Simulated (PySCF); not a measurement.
A structure optimised at B3LYP-D3(BJ)/def2-TZVP, used in a PySCF frequency run:

```
B
Br 1 1.8889
Br 1 1.8889 2 126.56
```
Charge 0, spin multiplicity 2.

Task: Write its SMILES, formula and point group.

Result: Br[B]Br, BBr₂, C2v

Task: What are its rotational constants (standard atomic weights)?

Result: 69.191, 1.1110, 1.0935 GHz
